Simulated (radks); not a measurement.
Results of a calculation; reference values are marked as such.
Spherical quantum dot in the effective-mass picture: electrons in a hard-walled sphere of radius 1.79, with a point charge +2 (a donor) at the centre, all in effective atomic units (hartree* = m*/eps^2 hartree, bohr* = eps/m* bohr), one dielectric constant everywhere. Level of theory: non-relativistic Kohn-Sham, PBEsol, spin-polarised, spherical densities (a radial shooting solver with Libxc functionals). Levels are named by radial order and angular momentum (1s, 1p, 1d, 2s, ...), and open shells are averaged over m.

N = 24, configuration 1s2 1p6 1d10 2s2 1f(up 4, down 0). This is the lowest configuration that the search found. Occupied and some empty levels:

level,occupation,eigenvalue (hartree*),<r> (bohr*)
1s up,1,17.594,0.9929
1s down,1,17.672,0.9825
1p up,3,18.876,1.166
1p down,3,18.981,1.163
1d up,5,20.534,1.236
1d down,5,20.650,1.235
2s up,1,21.206,0.7828
2s down,1,21.255,0.7898
1f up,4,22.661,1.285
1f down,0,22.783,1.284
2p up,0,25.180,0.9200
1g up,0,25.232,1.323
2p down,0,25.235,0.9204
1g down,0,25.358,1.323
2d up,0,28.801,1.012
2d down,0,28.869,1.011

Energy (hartree*): total 273.024, kinetic 121.72, external -48.387, Hartree 221.63, exchange-correlation -21.934.

Electron density:

r (bohr*),n(r) (e/bohr*^3)
0.0484,7.270
0.182,4.242
0.316,2.501
0.450,1.554
0.584,1.135
0.718,1.083
0.851,1.275
0.985,1.572
1.12,1.800
1.25,1.778
1.39,1.405
1.52,0.7808
1.65,0.2171
1.79,0.0002379
